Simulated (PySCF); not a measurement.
How do the members of this family differ from one of them?

PySCF, CAM-B3LYP/def2-SVPD, density fitting, gas phase; each molecule at its own PBE0-D3(BJ)/def2-SVP geometry, one conformer. Singlet excitations by full TDDFT with frozen cores, triplets by Tamm–Dancoff TDDFT and ionisation energies by ΔSCF, from the lowest of the holes tried. 

Torsions of the conformers computed, which needn't be the lowest (atom-mapped SMILES):
- `[CH2:1]=[N:2][GeH2:3][N:4]([CH3:5])[CH3:6]`: C1–N2–Ge3–N4 123°, N2–Ge3–N4–C5 48°
- `[H]/[N:6]=[CH:5]/[GeH2:4][N:2]([CH3:1])[CH3:3]`: C1–N2–Ge4–C5 -70°, N2–Ge4–C5–N6 97°
- `[CH3:1][N:2]([CH3:3])[GeH2:4][CH2:5][F:6]`: C1–N2–Ge4–C5 71°, N2–Ge4–C5–F6 -64°
- `[CH3:1][O:2][CH2:3][GeH2:4][N:5]([CH3:6])[CH3:7]`: C1–O2–C3–Ge4 180°, O2–C3–Ge4–N5 -73°, C3–Ge4–N5–C6 53°
- `[CH3:1][CH:2]([CH3:3])[GeH2:4][N:5]([CH3:6])[CH3:7]`: C1–C2–Ge4–N5 -53°, C2–Ge4–N5–C6 -58°
- `[CH3:1][N:2]([CH3:3])[GeH2:4][N:5]([SiH3:6])[SiH3:7]`: C1–N2–Ge4–N5 74°, N2–Ge4–N5–Si6 87°

Reference: `C=[N][GeH2][N](C)C`, with HOMO energy -7.51 eV, LUMO energy 0.48 eV, lowest singlet excitation 4.21 eV, lowest triplet excitation 3.57 eV, mean polarisability 85.4 au, dipole moment 1.19 D and vertical ionisation energy 8.10 eV.

Changes against it:

| molecule | Δ HOMO energy (eV) | Δ LUMO energy (eV) | Δ lowest singlet excitation (eV) | Δ lowest triplet excitation (eV) | Δ mean polarisability (au) | Δ dipole moment (D) | Δ vertical ionisation energy (eV) |
| --- | --- | --- | --- | --- | --- | --- | --- |
| CO[CH2][GeH2][N](C)C | +0.17 | +0.74 | +1.48 | +1.91 | +10.7 | +0.04 | -0.17 |
| C[CH](C)[GeH2][N](C)C | +0.13 | +0.72 | +1.45 | +1.92 | +17.5 | -0.67 | -0.17 |
| C[N](C)[GeH2][N]([SiH3])[SiH3] | -0.18 | +0.36 | +1.54 | +1.91 | +37.1 | -0.35 | +0.09 |

Rows whose labels were lost:

```
row  Δ HOMO energy (eV)  Δ LUMO energy (eV)  Δ lowest singlet excitation (eV)  Δ lowest triplet excitation (eV)  Δ mean polarisability (au)  Δ dipole moment (D)  Δ vertical ionisation energy (eV)
  P               -0.01               +0.59                             +1.43                             +1.88                        -7.6                +0.27                              +0.04
  Q               +0.09               -0.31                             -0.02                             -0.08                        -0.9                +0.81                              -0.10
```

Which row belongs to which of `[H]/N=[CH]/[GeH2][N](C)C` and `C[N](C)[GeH2][CH2]F`?

P = `C[N](C)[GeH2][CH2]F` and Q = `[H]/N=[CH]/[GeH2][N](C)C`. P and Q are told apart most clearly by the lowest triplet excitation (+1.88 against -0.08 eV).
